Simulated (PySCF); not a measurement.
Heteronuclear NMR

Numbering as in the mapped SMILES `[CH3:1][C:2](=[O:3])[CH2:4]/[P:5]=[CH:6]/[C:7]([F:8])([F:9])[F:10]` (H(Xn): hydrogen on atom n).

[PySCF 2.14: geometry from GFN2-xTB; shielding tensors at PBE0/pcSseg-1 (GIAO); equivalent nuclei averaged; relativity neglected; a single conformation; no solvent model]

(1) Where does $^{19}$F resonate?

(2) What are the $^{31}$P shifts?

(3) Predict the $^{17}$O NMR data.

## Answers

(1) 
```
    atoms              environment  σ (ppm)  δ (ppm)
F8/F9/F10  fluorine of a CF3 group    247.7    -62.8
```

Shieldings were converted by a linear fit to measured shifts: $^{19}$F (scatter 6.0 ppm rms, 7.0 ppm with the 5 outliers that the fit left out vs CFCl3, solution or neat liquid, with a term for F on sp3 carbon). Occasional misses reach two or three times the rms, and more in compound classes unlike the fitted ones.

On a 500 MHz spectrometer $^{19}$F resonates near 470.5 MHz, so 1 ppm is 470.5 Hz.

(2) 
| atoms | environment | σ (ppm) | δ (ppm) |
| --- | --- | --- | --- |
| P5 | phosphorus bonded to 2 C | -9.7 | 278.1 |

Shieldings were converted by a linear fit to measured shifts: $^{31}$P (scatter 18.1 ppm rms vs H3PO4, solution or neat liquid). Occasional misses reach two or three times the rms, and more in compound classes unlike the fitted ones.

On a 400 MHz spectrometer $^{31}$P resonates near 161.9 MHz, so 1 ppm is 161.9 Hz.

(3) 
| atoms | environment | σ (ppm) | δ (ppm) |
| --- | --- | --- | --- |
| O3 | ketone oxygen | -310.4 | 549.5 |

Shieldings were converted by a linear fit to measured shifts: $^{17}$O (scatter 10.7 ppm rms, 12.2 ppm with the 3 outliers that the fit left out vs liquid water, solution or neat liquid). Occasional misses reach two or three times the rms, and more in compound classes unlike the fitted ones.

On a 500 MHz spectrometer $^{17}$O resonates near 67.8 MHz, so 1 ppm is 67.8 Hz.
